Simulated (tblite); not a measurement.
C₅H₁₀GeO.
Structure used (GFN2-xTB), in Å, numbered top down from 1:
```
atom  x, y, z in Å
C1    -2.8909    0.6183    0.2984
C2    -1.6065    0.3325    0.3185
C3    -0.5292    0.4467    1.3627
C4     0.3834   -0.4010    0.4530
O5     1.6320    0.1848    0.2142
Ge6    2.8344   -0.3130   -0.9440
C7    -0.6673   -0.3007   -0.6725
H8    -3.3845    1.0579    1.1486
H9    -3.5000    0.4249   -0.5686
H10   -0.1489    1.4610    1.4784
H11   -0.7536    0.0344    2.3446
H12    0.5034   -1.4269    0.8187
H13    3.8885    0.6987   -0.6688
H14    3.2776   -1.7242   -0.6663
H15    2.2957   -0.2301   -2.3466
H16   -0.3533    0.3884   -1.4577
H17   -0.9879   -1.2397   -1.1226
```

All values are computed: GFN2-xTB (tblite) harmonic vibrations without scaling, gas phase. This tight-binding method is rough: wavenumbers can miss measured ones by several per cent, in bad cases by 10 to 20. Modes of hydrogen on germanium can be 10 to 20 % off. One conformer, not necessarily the lowest.

Harmonic wavenumbers (cm⁻¹): 41.2, 62.1, 109.9, 131.1, 255.1, 332.5, 384.3, 432.8, 537.8, 575.7, 616.8, 647.6, 655.4, 757.1, 793.0, 834.8, 856.0, 866.8, 889.7, 936.0, 974.9, 1006.0, 1035.4, 1060.8, 1101.8, 1157.9, 1191.0, 1214.6, 1225.5, 1245.8, 1318.5, 1406.9, 1429.0, 1440.9, 1780.9, 1922.2, 1976.2, 2104.9, 2888.1, 2972.5, 2987.1, 2996.3, 3005.0, 3099.6, 3123.9.

A = 6998, B = 696.2, C = 657.4 MHz; mass 159.994 u (most abundant isotopes); point group C1, symmetry number 1.

**Question.** Zero-point energy?

**Answer.** ½Σν̃ = 28191 cm⁻¹ = 80.60 kcal/mol.

**Question.** Entropy at 350 K, 1 bar (ideal gas, RRHO, classical rotation)?

**Answer.** Translation 41.94, rotation 29.47, vibration 29.40: S = 100.8 cal/(mol K).

**Question.** And Cp and H(350 K) − H(0)?

**Answer.** Cp = 39.49 cal/(mol K), of which vibrations give 31.54 (their classical limit is 45 R = 89.4); H(350 K) − H(0) = 8.09 kcal/mol without the zero-point energy, 5.31 from vibrations.

**Question.** Blend soft modes into free rotors: weight 1/[1 + (100 cm⁻¹/ν̃)⁴] for the oscillator and the rest for a rotor with moment μB/(μ + B), μ = h/(8π²ν), B = 10⁻⁴⁴ kg m². What vibrational entropy results?

**Answer.** 26.37 cal/(mol K) in place of 29.40, which changes −T·S at 350 K by +1.06 kcal/mol.

**Question.** What must be added to the electronic energy to get the Gibbs energy at 350 K and 1 bar?

**Answer.** ZPE + [H(350 K) − H(0)] − T·S = 80.60 + 8.09 − 35.28 = 53.41 kcal/mol.

**Question.** Which modes carry the vibrational entropy at 350 K?

**Answer.** 41.2 cm⁻¹: 5.52; 62.1 cm⁻¹: 4.71; 109.9 cm⁻¹: 3.58; 131.1 cm⁻¹: 3.24; 255.1 cm⁻¹: 1.98; 332.5 cm⁻¹: 1.51 cal/(mol K); the other 39 give 8.85 together.

Hindered rotation and anharmonicity are outside this model. Other conformers, if any are populated, would add a mixing term that is left out. The structure is chiral; the term R ln 2 for an equal mix with its mirror image is left out.
